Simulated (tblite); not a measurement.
C4H10GeOSi2.
Atom-mapped SMILES: `[O:1]=[C:2]([GeH3:3])[Si@H:4]1[CH:5]=[CH:6][CH2:7][SiH2:8]1` (hydrogens: H9, H10, H11 on Ge3; H12 on Si4; H13 on C5; H14 on C6; H15, H16 on C7; H17, H18 on Si8)

Structure used (GFN2-xTB), in Å, numbered top down from 1:
```xyz
18
C4H10GeOSi2 angstrom
O      2.736    1.098   -1.660
C      1.891    0.570   -0.974
Ge     2.521   -0.456    0.658
Si     0.017    0.742   -1.356
C     -0.737   -0.981   -1.184
C     -1.571   -1.210   -0.174
C     -1.957   -0.188    0.847
Si    -1.145    1.516    0.492
H      1.411   -1.103    1.436
H      3.502   -1.525    0.287
H      3.253    0.449    1.602
H     -0.100    1.280   -2.715
H     -0.515   -1.781   -1.878
H     -2.025   -2.188   -0.041
H     -1.664   -0.561    1.832
H     -3.047   -0.120    0.876
H     -0.383    1.947    1.672
H     -2.195    2.517    0.268
```

All values are computed: GFN2-xTB (tblite) harmonic vibrations without scaling, gas phase. This tight-binding method is rough: wavenumbers can miss measured ones by several per cent, in bad cases by 10 to 20. Modes of hydrogen on germanium and silicon can be 10 to 20 % off. One conformer, not necessarily the lowest. The optimisation stopped once no atom felt more than 0.01 eV/Å.

Lowest wavenumbers of the output (negative numbers stand for imaginary wavenumbers):
```
mode    cm-1
  1     -69.1
  2      36.1
  3      41.2
  4      67.7
  5      80.4
  6     165.0
  7     249.5
  8     287.6
  9     298.4
 10     332.4
```

Question: Is this structure a minimum?

Answer: No. 1 mode is imaginary beyond 20i (69i cm⁻¹), so at this level the point lies at or near a first-order saddle.

Question: Which atoms move in the imaginary mode?

Answer: 69i: H11 (Ge–H hydrogen) 33 %, H10 (Ge–H hydrogen) 33 %, H9 (Ge–H hydrogen) 23 %. These are shares of the mass-weighted motion.

Question: What is the remedy?

Answer: Step along that mode in both directions, optimise again with tighter thresholds and repeat the frequencies. The zero-point energy of this point (71.0 kcal/mol) counts the 47 real modes alone, and thermal corrections from it aren't those of a minimum.
